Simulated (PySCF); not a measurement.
## C8H6N: g tensor and hyperfine couplings

C₈H₆N (doublet state).
Numbering: `[H]/[C:1]=[C:2]1\[CH:3]=[CH:4][C:5]([CH2:6][C:7]#[N:8])=[CH:9]1` (hydrogens: H10 on C1; H11 on C3; H12 on C4; H13, H14 on C6; H15 on C9)

Structure used (GFN2-xTB), in Å, numbered top down from 1:
```
atom  x, y, z in Å
C1    -3.062    0.198   -0.341
C2    -1.798    0.166   -0.025
C3    -1.208   -0.018    1.326
C4     0.125    0.013    1.202
C5     0.479    0.212   -0.196
C6     1.894    0.280   -0.686
C7     2.531   -1.003   -0.507
N8     3.017   -2.026   -0.353
C9    -0.649    0.300   -0.924
H10   -4.015    0.119    0.126
H11   -1.802   -0.148    2.210
H12    0.847   -0.094    1.994
H13    2.461    1.024   -0.116
H14    1.923    0.543   -1.747
H15   -0.747    0.443   -1.984
```

The hyperfine couplings belong to this conformer and change with its torsions.

Theory: UKS B3LYP, pcH-1 on C H N, non-relativistic, mean-field spin-orbit, GIAO (PySCF). The structure is a single GFN2-xTB conformer in the gas phase; no vibrational or solvent corrections. The geometry wasn't refined by DFT: couplings that depend on bond lengths, twists or pyramidal angles can differ widely from those at the functional's own minimum. The SCF solution wasn't tested for stability.

- g1, g2, g3: 2.00157, 2.00212, 2.00277
- g_iso: 2.00215
- Form of g: rhombic: the two nearest values differ by 46 % of g3 − g1
- ⟨S²⟩: 0.7649 (exact 0.7500)
- α and β electrons: 31, 30
- HOMO–LUMO gap, α and β orbitals: 4.17, 3.73 eV
- Basis functions: 285

Hyperfine couplings atom by atom, in MHz; T1 to T3 are the principal values of the dipolar part; ρ(0) is the spin density at the nucleus:

```csv
atom,isotope,a_iso,T1,T2,T3,Mulliken spin population,ρ(0) (bohr⁻³)
C1,13C,309.6,-86.2,-57.7,143.9,1.08,0.2754
C2,13C,-14.9,-19.0,2.2,16.8,-0.17,-0.0133
C3,13C,75.5,-9.2,-5.5,14.6,0.09,0.0672
C4,13C,0.6,-7.3,1.8,5.5,-0.03,0.0005
C5,13C,-4.1,-6.8,2.5,4.3,-0.03,-0.0036
C6,13C,2.9,-0.3,-0.2,0.5,0.00,0.0026
C7,13C,-2.9,-0.2,0.0,0.2,0.00,-0.0025
N8,14N,0.0,-0.1,0.0,0.1,0.00,-0.0001
C9,13C,49.8,-5.7,-2.8,8.5,0.05,0.0443
H10,1H,34.0,-33.3,-8.5,41.8,0.01,0.0076
H11,1H,-5.5,-5.1,-1.7,6.9,0.00,-0.0012
H12,1H,12.7,-1.2,-0.5,1.7,0.01,0.0028
H13,1H,-3.0,-0.4,-0.3,0.7,0.00,-0.0007
H14,1H,0.2,-0.6,-0.6,1.2,0.00,0.0000
H15,1H,-3.1,-4.8,-2.3,7.1,0.00,-0.0007
```

Largest spin populations (Mulliken): C1 (+1.08), C2 (-0.17) and C3 (+0.09). No atom but C1 exceeds +0.15. The positive populations add up to 1.24 and the negative ones to -0.24, together 2S = 1.

Axes: g1 points within 11° of the C1–H10 bond and g2 points within 8° of the C2–C3 bond.

Under fast tumbling the dipolar parts average out, and these isotropic splittings remain: 1 × 1H (H10, I = 1/2, 2 lines) with 1.21 mT, 1 × 1H (H12, I = 1/2, 2 lines) with 0.45 mT, 1 × 1H (H11, I = 1/2, 2 lines) with 0.20 mT, 1 × 1H (H15, I = 1/2, 2 lines) with 0.11 mT and 2 × 1H (H13/H14, I = 1/2, 3 lines) with 0.05 mT.

Nuclei that the bonding pattern makes equivalent are averaged, as if the motion that swaps them (rotation, inversion, ring flip) were fast.

The 13C coupling of C1 (309.6 MHz) shows only in satellite lines or after enrichment, since that isotope makes up about 1.07 % of natural carbon.

β density exceeds α density at some nuclei, such as C2 (-0.0133), C5 (-0.0036) and C7 (-0.0025), spin density in bohr⁻³. In a single determinant that takes different orbitals for the two spins, that is spin polarisation.
